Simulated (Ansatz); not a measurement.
Start from `[F][InH][SiH3]` and change one atom or group to get `[SiH3][InH2]`.

Ansatz, PBE0-D4/def2-TZVP geometries, multiplicity 1. 

Elements past krypton have def2 core potentials.

| property | `[F][InH][SiH3]` |
| --- | --- |
| size of the dipole moment (PBE/def2-TZVPP) / D | 2.96 |
| HOMO energy (ωB97M-V/def2-TZVPP) / eV | -9.91 |
| LUMO energy (PBE/def2-TZVPP) / eV | -2.75 |
| HOMO energy (B3LYP/def2-TZVPP) / eV | -7.70 |
| HOMO energy (PBE/def2-TZVPP) / eV | -6.74 |
| LUMO energy (ωB97M-V/def2-TZVPP) / eV | -0.49 |

Question: Give the same properties after the change, and the shifts. (An estimate is asked.)

Answer: Computed: 
| property | `[SiH3][InH2]` | shift |
| --- | --- | --- |
| size of the dipole moment (PBE/def2-TZVPP) / D | 0.08 | -2.88 |
| HOMO energy (ωB97M-V/def2-TZVPP) / eV | -9.36 | 0.55 |
| LUMO energy (PBE/def2-TZVPP) / eV | -2.88 | -0.13 |
| HOMO energy (B3LYP/def2-TZVPP) / eV | -7.18 | 0.52 |
| HOMO energy (PBE/def2-TZVPP) / eV | -6.36 | 0.38 |
| LUMO energy (ωB97M-V/def2-TZVPP) / eV | -0.61 | -0.12 |

With PBE0 the HOMO rises by 0.52 eV and the LUMO falls by 0.09 eV, so the gap narrows by about 0.61 eV. PBE moves the HOMO by 0.38 eV and ωB97M-V by 0.55 eV. Dipoles are sizes alone; their direction can turn.

B3LYP here is the variant with VWN-RPA as its local correlation; programs differ in this.
